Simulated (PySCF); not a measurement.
2-methylidene-1,3-dithiole (C₄H₄S₂), SMILES C=C1SC=CS1. Geometry optimised at PBE-D3(BJ)/def2-SVP.

Computed equilibrium geometry at PBE-D3(BJ)/def2-SVP (PySCF confirms it by a frequency run) as a Z-matrix, and its point group:
point group C2v.
```
C
C 1 1.3544
H 2 1.0986 1 120.84
H 2 1.0986 3 118.31 1 180.00
S 1 1.7855 2 123.58 3 180.00
C 5 1.7535 1 96.03 2 180.00
C 6 1.3530 5 117.55 1 0.00
H 7 1.0986 6 124.87 5 180.00
H 6 1.0986 7 124.87 8 0.00
S 7 1.7535 8 117.58 6 180.00
```
